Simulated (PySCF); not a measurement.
## A small calculation by hand: chemical shift, span and skew from a shielding tensor

BrFGaHO, SMILES [OH][Ga]([F])[Br]. Atoms are numbered in the order given.

```xyz
5

Ga    -0.0068     0.7322     0.0000
F     -1.5373     1.5715     0.0000
Br     0.0280    -1.5157     0.0000
O      1.4705     1.6952     0.0000
H      1.3008     2.6446     0.0000
```

Geometry optimised at PBE0-D3(BJ)/def2-SVP. The structure was generated by enumeration; whether it is a known compound was not checked. Other conformers were not sampled.

GIAO shieldings from PySCF with PBE0/pcSseg-1, non-relativistic, no solvent. The symmetric part of the tensor of F2 has the principal values 206.7, 323.4, 408.6 ppm. The same nucleus in CFCl3 has σ = 167.2 ppm at this level (PySCF, at its B3LYP-D3(BJ)/def2-TZVP geometry). Without spin–orbit terms, shifts of atoms bonded to Cl or Br come out too high.

Task: Work out the isotropic shielding, the ¹⁹F shift against CFCl3, the span and the skew.

Result: 
σ(iso) = (σ11 + σ22 + σ33)/3 = 312.9 ppm. δ = σ(ref) − σ(iso) = 167.2 − (312.9) = -145.7 ppm.
Span Ω = σ33 − σ11 = 201.9 ppm. Skew κ = 3(σ(iso) − σ22)/Ω = -0.16. Tumbling in solution averages the tensor to δ; in a static solid the shielding alone would spread this spin-1/2 line over Ω.
